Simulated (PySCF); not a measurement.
EPR parameters of C4H5F4O

Compound: C₄H₅F₄O (doublet state).
Z-matrix (Å and degrees, GFN2-xTB geometry), rows numbered from 1:
```
F 
C   1  1.3546
O   2  1.3493  1  115.87
C   3  1.4145  2  116.75  1   -31.74
C   4  1.5271  3  107.40  2  -174.05
C   5  1.5147  4  110.86  3  -179.18
F   6  1.3407  5  112.39  4    60.13
F   6  1.3391  5  111.85  4  -179.91
F   6  1.3411  5  112.42  4   -59.93
H   2  1.0794  1  113.32  3   134.81
H   4  1.0987  3  110.06  2   -53.63
H   4  1.0983  3  110.03  2    65.70
H   5  1.0913  4  110.08  3   -59.26
H   5  1.0911  4  110.13  3    60.77
```

The hyperfine couplings belong to this conformer and change with its torsions.

Identity: `F[CH]OCCC(F)(F)F` [radical].

Theory: PySCF 2.14.0, UKS B3LYP, pcH-1 on C F H O, non-relativistic, mean-field spin-orbit, GIAO. Isolated species at its GFN2-xTB geometry (one conformer only). A GFN2-xTB geometry isn't a minimum of the functional, and hyperfine couplings can be far from their values at a DFT geometry. No stability test was run, so a lower SCF solution isn't excluded.

```
g1, g2, g3                      : 2.00197, 2.00409, 2.00486
g_iso                           : 2.00364
Form of g                       : rhombic: the two nearest values differ by 27 % of g3 − g1
⟨S²⟩                            : 0.7524 (exact 0.7500)
HOMO–LUMO gap, α and β orbitals : 6.71, 7.78 eV
Basis functions                 : 275
```

Isotropic coupling and dipolar principal values T1 to T3, in mT; ρ(0) is the spin density at the nucleus (MHz turned into mT with g_iso):

```tsv
atom	isotope	a_iso	T1	T2	T3	Mulliken spin population	ρ(0) (bohr⁻³)
F1	19F	8.90	-8.41	-7.45	15.86	0.06	0.0593
C2	13C	12.10	-2.67	-2.61	5.28	0.83	0.3020
O3	17O	-0.74	-2.19	1.04	1.15	0.11	0.0344
C4	13C	0.07	-0.07	-0.03	0.10	-0.01	0.0016
C5	13C	-0.04	-0.02	-0.01	0.03	0.00	-0.0010
C6	13C	-0.02	-0.01	-0.01	0.01	0.00	-0.0006
F7	19F	0.01	-0.02	-0.02	0.04	0.00	0.0001
F8	19F	-0.01	-0.01	0.00	0.02	0.00	-0.0001
F9	19F	0.07	-0.03	-0.03	0.07	0.00	0.0004
H10	1H	1.13	-1.08	-0.22	1.30	0.00	0.0071
H11	1H	0.46	-0.16	-0.14	0.30	0.02	0.0029
H12	1H	0.41	-0.12	-0.10	0.23	0.00	0.0026
H13	1H	0.00	-0.06	-0.05	0.11	0.00	0.0000
H14	1H	-0.01	-0.06	-0.05	0.11	0.00	-0.0001
```

The largest Mulliken spin populations are on C2 (+0.83) and O3 (+0.11). No atom but C2 exceeds +0.15. The angles at C2 add up to 343.4°, so it is pyramidal.

Under fast tumbling the dipolar parts average out, and these isotropic splittings remain: 1 × 19F (F1, I = 1/2, 2 lines) with 8.90 mT, 1 × 1H (H10, I = 1/2, 2 lines) with 1.13 mT and 2 × 1H (H11/H12, I = 1/2, 3 lines) with 0.44 mT.

Means are taken over nuclei equivalent by connectivity, which assumes that they swap fast.

The 17O coupling of O3 (-20.8 MHz) shows only in satellite lines or after enrichment, since that isotope makes up about 0.038 % of natural oxygen.

The 13C coupling of C2 (339.5 MHz) shows only in satellite lines or after enrichment, since that isotope makes up about 1.07 % of natural carbon.
